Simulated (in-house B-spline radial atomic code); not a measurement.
Zr⁴⁺. Computed with a B-spline radial atomic code. Model: all-electron spherical atom, spin shells full or empty, radial basis limit, no spin-orbit coupling: exact exchange with a local potential (Slater, KLI or optimised effective potential, whose far tail is KLI's), no correlation.

Exchange potential has not reached -1/r at the last radius.

The run also made RPA and GW results, which its time includes.

The Slater potential averages the orbital exchange potentials with the orbital densities as weights, KLI adds orbital constants, and the optimised effective potential minimises the exact-exchange energy among local potentials. So their energies lie above Hartree-Fock in the order OEP, KLI, Slater. All fall off as −1/r, unlike LDA and GGA exchange.

Command:
```bash
python run_gw.py task.json out
```
Settings (nuclear radius in fm, other lengths in bohr, energies in hartree):
```
Z                      40
electrons              36
configuration          [Ar] 3d10 4s2 4p6
hamiltonian            x2c
method                 slater
lmax                   9
rms_radius             4.2694
spin_polarised         False
box_radius             11.96
intervals              100
```

Run time, properties included: 8.2 s on 1 thread of Arm Neoverse N1, on a shared host.

Given: hamiltonian one-electron scalar X2C; mean-field start Slater potential.

Computed: energy above Hartree-Fock 302.15 millihartree.

| radius (bohr) | r times exchange potential (hartree bohr) |
| --- | --- |
| 0.00125 | -0.05582 |
| 0.00155 | -0.069117 |
| 0.00192 | -0.085434 |
| 0.00237 | -0.10515 |
| 0.00294 | -0.12987 |
| 0.00364 | -0.15982 |
| 0.0045 | -0.1959 |
| 0.00557 | -0.23957 |
| 0.0069 | -0.29184 |
| 0.00855 | -0.35333 |
| 0.0106 | -0.42433 |
| 0.0131 | -0.50273 |
| 0.0162 | -0.58766 |
| 0.0201 | -0.67629 |
| 0.0249 | -0.76006 |
| 0.0308 | -0.82965 |
| 0.0381 | -0.87433 |
| 0.0472 | -0.88901 |
| 0.0584 | -0.89957 |
| 0.0723 | -0.96187 |
| 0.0895 | -1.0909 |
| 0.111 | -1.2454 |
| 0.137 | -1.3655 |
| 0.17 | -1.4067 |
| 0.21 | -1.357 |
| 0.261 | -1.3674 |
| 0.323 | -1.5485 |
| 0.399 | ? |
| 0.494 | -1.8444 |
| 0.612 | -1.7678 |
| 0.758 | ? |
| 0.938 | -1.3755 |
| 1.16 | -1.4338 |
| 1.44 | -1.4753 |
| 1.78 | -1.4322 |
| 2.2 | -1.3395 |
| 2.73 | -1.2405 |

Task: What belongs in the row 0.399?

Result: r times exchange potential (hartree bohr): -1.7509.

Task: What belongs in the row 0.758?

Result: r times exchange potential (hartree bohr): -1.5208.

```tsv
occupied	level (hartree)	Hartree-Fock level (hartree)
1s	-662.7	-666.66
2s	?	?
2p	-84.996	-85.919
3s	-17.507	-18.26
3p	-14.318	-14.746
3d	-9.0187	-8.9618
4s	-3.9324	-4.0068
4p	-3.0747	-2.9626
```

Task: What belongs in the row 2s?

Result: level (hartree): -94.588; Hartree-Fock level (hartree): -96.386.

```json
{"empty": "4d", "level (hartree)": "-1.844"}
{"empty": "5s", "level (hartree)": "?"}
{"empty": "5p", "level (hartree)": "-1.2887"}
{"empty": "4f", "level (hartree)": "-0.92106"}
```

Task: What belongs in the row 5s?

Result: level (hartree): -1.5394.

The highest level, 4p, differs from Hartree-Fock by -3.1 eV and the deepest, 1s, by +108 eV: the Slater potential lacks the response part and is deeper than the optimised one throughout, so the top level comes too deep.
